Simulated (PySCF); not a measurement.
# Computed properties of C₄H₆ClF, SMILES F[C@H](Cl)C1CC1

C₄H₆ClF, SMILES F[C@H](Cl)C1CC1. Coordinates come from a r2SCAN-D4/def2-SVP optimisation. The structure was generated by enumeration; whether it is a known compound was not checked. One conformer was computed; it need not be the lowest. All values are computed for the isolated molecule unless a solvent is named; none is compared with measurement here.

**Structure.** All 30 harmonic modes at r2SCAN-D4/def2-SVP (PySCF) are real, so it is a minimum. With heavy atoms numbered as in [F:1][C@H:2]([Cl:3])[CH:4]1[CH2:5][CH2:6]1, the shortest bond between them is F1–C2 at 1.364 Å and the longest C2–Cl3 at 1.811 Å.

**Vibrations.** The strongest infrared lines (harmonic, unscaled, degenerate partners summed) lie at 1004 cm⁻¹ (88 km/mol, C 58 %, H 32 %, F 10 %), 738 cm⁻¹ (67 km/mol, C 61 %, H 30 %), 1159 cm⁻¹ (55 km/mol, C 46 %, H 44 %, F 10 %). The softest mode is at 92 cm⁻¹ and the zero-point energy is 58.4 kcal/mol.

**Electronic structure.** ωB97X/def2-TZVP (PySCF) places the frontier levels at -10.88 and 2.86 eV, a gap of 13.74 eV, and gives a dipole moment of 2.27 D and a mean polarisability of 58.1 bohr³. PBE/def2-TZVP (PySCF) at the same geometry gives -7.08 and -0.52 eV, so its gap is 7.18 eV narrower. An orbital gap is neither the optical nor the fundamental gap.

**Excitations.** TDA-B3LYP/def2-SVPD (PySCF) has S1 at 7.16 eV (173 nm, f = 0.014, weak); the most intense of the 10 singlets computed lies at 8.14 eV (f = 0.08). T1 (TDA) is at 6.45 eV, 0.71 eV under S1. TDA-PBE/def2-SVPD (PySCF) puts S1 at 6.80 eV. No vertical singlet excitation falls in the visible range (under 3.1 eV).

**NMR.** GIAO shifts at PBE0/pcSseg-1 (PySCF) (non-relativistic, atoms alike by connectivity averaged): ¹³C from 7.4 to 112.7 ppm against TMS; ¹H from 1.1 to 6.7 ppm against TMS; ¹⁹F at -174.5 ppm against CFCl3. Without spin–orbit terms, shifts of atoms bonded to Cl or Br come out too high.
